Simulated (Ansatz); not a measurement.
Energy difference R1 + 2 R2 + 2 R3 → 4 P1 + P2, each structure at its B3LYP-D3(BJ)/def2-TZVP stationary point, reached from a drawn start (curvature not checked).
P1, H2 (SMILES [H][H]) (charge 0, multiplicity 1, Z-matrix in Å and degrees):
```
H
H 1 0.7440
```
R1: H2O (SMILES O), charge 0, multiplicity 1.
R2: HCl (SMILES Cl), charge 0, multiplicity 1.
R3: SiH4 (SMILES [SiH4]), charge 0, multiplicity 1.
P2: Cl2H4OSi2 (SMILES [SiH3]O[SiH](Cl)Cl), charge 0, multiplicity 1.

P less R. No zero-point or thermal terms. One arrangement of each flexible species, with no search for the lowest.

Frozen-core correlation throughout.

Run with Ansatz (Gaussian orbitals). All values are computed, each at the level named.

Total energies in hartree:

```csv
structure,PBE/def2-TZVPP,B3LYP/def2-TZVPP,CCSD(T)/cc-pV(T+d)Z
P1,-1.166122,-1.180004,-1.172336
R1,-76.380147,-76.466662,-76.332115
R2,-460.627412,-460.836272,-460.339793
R3,-291.721620,-291.917183,-291.440117
P2,-1576.523928,-1577.365557,-1575.322345
```

Work out the reaction energy at each level in kcal/mol (1 hartree = 627.50947 kcal/mol), and say how far PBE/def2-TZVPP lies from CCSD(T)/cc-pV(T+d)Z.


- PBE/def2-TZVPP: 4 × (-1.166122) + (-1576.523928) − (-76.380147) − 2 × (-460.627412) − 2 × (-291.721620) = -0.110205 hartree = -69.15 kcal/mol
- B3LYP/def2-TZVPP: 4 × (-1.180004) + (-1577.365557) − (-76.466662) − 2 × (-460.836272) − 2 × (-291.917183) = -0.112001 hartree = -70.28 kcal/mol
- CCSD(T)/cc-pV(T+d)Z: 4 × (-1.172336) + (-1575.322345) − (-76.332115) − 2 × (-460.339793) − 2 × (-291.440117) = -0.119754 hartree = -75.15 kcal/mol
PBE/def2-TZVPP less CCSD(T)/cc-pV(T+d)Z: 6.00 kcal/mol. CCSD(T)/cc-pV(T+d)Z is the level counted from, the highest shown, and no exact or measured value.

Ansatz is an electronic-structure program.
